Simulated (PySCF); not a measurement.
Species: C6H7O3 (doublet state).
Atom-mapped SMILES: `[O:1]=[CH:2][O:3][C@@H:4]1[CH2:5][CH2:6][C@H:7]2[O:8][C:9]12` (hydrogens: H10 on C2; H11 on C4; H12, H13 on C5; H14, H15 on C6; H16 on C7)

Cartesian coordinates in Å at the GFN2-xTB level; atoms count from 1:
```
atom  x, y, z in Å
O1     3.0964   -0.9064    0.9732
C2     2.7452    0.1588    0.5642
O3     1.5194    0.5229    0.2252
C4     0.4734   -0.4359    0.3691
C5    -0.3216   -0.5581   -0.9578
C6    -1.4968    0.4399   -0.8949
C7    -1.7110    0.6552    0.5869
O8    -1.7714   -0.5591    1.3317
C9    -0.5775    0.0913    1.3104
H10    3.4188    1.0155    0.3948
H11    0.9058   -1.3866    0.6959
H12    0.3372   -0.3600   -1.8005
H13   -0.7004   -1.5769   -1.0286
H14   -2.3812    0.0428   -1.3917
H15   -1.2335    1.3947   -1.3502
H16   -2.3103    1.4707    0.9609
```

The hyperfine couplings belong to this conformer and change with its torsions.

Level of theory: UKS B3LYP, pcH-1 on C H O, non-relativistic, mean-field spin-orbit, GIAO (PySCF). Geometry: GFN2-xTB, one conformer, isolated molecule. Couplings are sensitive to structure, and on GFN2-xTB geometries they can be far from those on DFT ones. No stability test was run, so a lower SCF solution isn't excluded.

Mulliken spin populations: O1 +0.001, C2 +0.001, O3 -0.001, C4 +0.007, C5 +0.043, C6 0.000, C7 -0.011, O8 +0.136, C9 +0.818, H10 0.000, H11 -0.002, H12 +0.005, H13 -0.002, H14 +0.003, H15 +0.001, H16 0.000.

Question: What dipolar couplings does the calculation give for H10, H11, H12, H13, H14, H15, H16?

Answer: 
```
atom            position  distance from C9 (Å)  T1 (MHz)     T2     T3
 H10     4 bonds from C9                  4.20     -1.03  -0.89   1.92
 H11  β, 2 bonds from C9                  2.18     -6.92  -4.84  11.77
 H12  γ, 3 bonds from C9                  3.27     -3.43  -0.83   4.26
 H13  γ, 3 bonds from C9                  2.88     -3.56  -1.16   4.72
 H14  γ, 3 bonds from C9                  3.25     -2.05  -1.31   3.36
 H15  γ, 3 bonds from C9                  3.03     -2.25  -1.85   4.11
 H16  β, 2 bonds from C9                  2.24     -4.98  -4.51   9.49
```

Question: Estimate them with point dipoles: put each population ρk at its nucleus, leave out the nucleus itself and the atom bound to it, and sum T = Σ [ρk/(2S)]·C·(3 n nᵀ − 1)/r³ with C = μ0 gₑ μB g_N μN/(4π h) = 79.06 MHz Å³.

Answer: 
```csv
atom,T1 (MHz),T2,T3,"T3, computed",difference in T3 (%)
H10,-0.97,-0.94,1.91,1.92,0
H11,-6.72,-6.18,12.91,11.77,+10
H12,-2.08,-1.98,4.05,4.26,-5
H13,-3.26,-2.82,6.08,4.72,+29
H14,-2.52,-1.98,4.49,3.36,+34
H15,-2.71,-2.31,5.01,4.11,+22
H16,-6.79,-5.94,12.73,9.49,+34
```

Question: If all the spin sat on C9, T∥ = 2C/r³. What distance does the computed T3 of H14 then imply?

Answer: r = (2 × 79.06/3.36)^(1/3) = 3.61 Å, against 3.25 Å in the structure.
